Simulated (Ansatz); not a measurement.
CH4FGaSi, relaxed with RKS PBE-D4/def2-SVP in Ansatz from a rough embedded geometry. The force threshold is 0.03 eV/Å; the program also tests the step.

Total charge 0; spin multiplicity 1. The bonds changed during the relaxation, so this is another structure than the one it started from.

Start:

```xyz
8

F    -1.196    1.223    1.395
Ga   -1.239   -0.298    1.187
C    -0.527    0.141   -0.685
Si    1.070    0.130    0.200
H    -0.395    0.837   -1.577
H    -0.846   -0.844   -1.041
H     2.156   -0.230   -0.708
H     0.977   -0.960    1.230
```

Problem. By how much does the energy fall, and how many steps does the optimiser take? (Best estimate.)

Solution. Computed: 126.29 kcal/mol, in 25 steps.

Problem. Which bonds change most? (Best estimate.)

Solution. Ansatz gave: F1–Si4 from 2.786 to 1.685 Å; Ga2–C3 from 2.050 to 2.128 Å; Si4–H7 from 1.461 to 1.503 Å; C3–H5 from 1.139 to 1.111 Å.

Problem. Give the relaxed structure. (An estimate is asked.)

Solution. The calculation gave: 
```xyz
8

F     0.117    0.690    1.774
Ga   -2.231    0.648    0.381
C    -0.617   -0.159   -0.747
Si    0.809   -0.019    0.411
H    -0.504    0.443   -1.674
H    -0.869   -1.204   -1.027
H     1.906    0.920   -0.009
H     1.390   -1.319    0.892
```
